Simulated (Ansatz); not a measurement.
Compare A (`C[SiH]1[CH2][GeH2]1`) with its isomer B (`C=[CH][GeH2][SiH3]`).

Isolated molecules relaxed with PBE0-D4/def2-TZVP in Ansatz; ΔE leaves out vibrations. CBS: MP2 limit from def2 TZ/QZ plus the TZ coupled-cluster correction, frozen cores. DFT in def2-TZVPP. B3LYP here is the variant with VWN-RPA as its local correlation; programs differ in this. For Ge outer-core shells are correlated without core-valence functions, which leaves a few kJ/mol of doubt a bond. Scalar relativity is left out up to krypton. One conformer a species, not always the lowest.

**Question.** Which is lower in electronic energy at CCSD(T)/CBS, and by how much? (Best estimate.)

**Answer.** Computed: A, by 23.0 kJ/mol.

**Question.** Give E(B) − E(A) in kJ/mol with PBE-D4, MP2/def2-TZVPP, B3LYP, B3LYP-D4, PBE0-D4, CCSD(T)/def2-TZVPP, B2PLYP. (Best estimate.)

**Answer.** Ansatz gave: PBE-D4 34.8, MP2/def2-TZVPP 30.2, B3LYP 10.5, B3LYP-D4 12.1, PBE0-D4 37.1, CCSD(T)/def2-TZVPP 15.8, B2PLYP 15.9. None reverses the order clearly.

Largest T1 diagnostic: 0.012.

In def2-TZVPP, CCSD(T) changes the Hartree–Fock value by +33.1 kJ/mol (the triples alone add +3.0 kJ/mol) and MP2 by +47.5 kJ/mol.
